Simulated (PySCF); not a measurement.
## Static response to an electric field

Compound: C₅H₈NOP.
SMILES with atom numbers: `[CH3:1][O:2][c:3]1[nH:4][c:5]([CH3:6])[cH:7][p:8]1` (hydrogens: H9, H10, H11 on C1; H12 on N4; H13, H14, H15 on C6; H16 on C7)

Geometry (GFN2-xTB, Å), atoms numbered from 1 in this order:
```xyz
16
C5H8NOP angstrom
C     -3.1694    0.0285   -0.1642
O     -1.9906    0.7657    0.0483
C     -0.8552    0.0290   -0.0246
N      0.3039    0.6982    0.1734
C      1.4201   -0.0882    0.0902
C      2.7642    0.5230    0.2893
C      1.1055   -1.3832   -0.1776
P     -0.6319   -1.6564   -0.3350
H     -3.1651   -0.4294   -1.1588
H     -3.9952    0.7315   -0.0780
H     -3.2690   -0.7659    0.5829
H      0.3246    1.6885    0.3651
H      2.9438    1.3061   -0.4478
H      2.8418    0.9662    1.2826
H      3.5342   -0.2355    0.1859
H      1.8308   -2.1691   -0.2840
```

Level: CAM-B3LYP/def2-SVPD (PySCF), static field, nuclei fixed, core orbitals frozen in the response. The polarisability tensor in these axes (au):

```
x   120.03   3.65   4.04
y     3.65  97.88   6.57
z     4.04   6.57  66.34
```

Question: Diagonalise the tensor; give its mean and Δα, where Δα² is half the sum of the squared differences of the eigenvalues.

Answer: Principal values 64.83, 98.32 and 121.09 au; mean 94.75 au = 14.04 Å³ = 15.62 × 10⁻⁴⁰ C²·m²/J; Δα = 49.01 au (52 % of the mean).

Question: What is the dipole moment, and where does it point?

Answer: (0.63, 2.35, 0.49) D, 2.48 D in size, pointing from the negative to the positive side. Measured along this direction, the outermost atoms are P8 at the negative end and H13 and H14 at the positive end.

Question: Rayleigh depolarisation ratio (linearly polarised light, static tensor)?

Answer: ρ = 3Δα²/(45ᾱ² + 4Δα²) = 7207.1/(403957 + 9609.5) = 0.0174.

Question: How large is μ²/3kT at 500 K beside α?

Answer: In Gaussian units μ²/3kT = 29.65 Å³ against 14.04 Å³, a ratio of 2.11; the Debye molar polarisation (4π/3)N_A(α + μ²/3kT) is 110.2 cm³/mol, leaving out the vibrational part.

Question: Refractivity n − 1 of an ideal gas of it at 500 K and 1 atm, from the electronic α?

Answer: N = p/kT = 1.4678 × 10¹⁹ cm⁻³, so n − 1 = 2π × N × 14.04 × 10⁻²⁴ cm³ = 1295 × 10⁻⁶ at long wavelengths, for an ideal gas.

One conformer (not necessarily the lowest) at the GFN2-xTB geometry, without solvent, vibrations or thermal averaging.
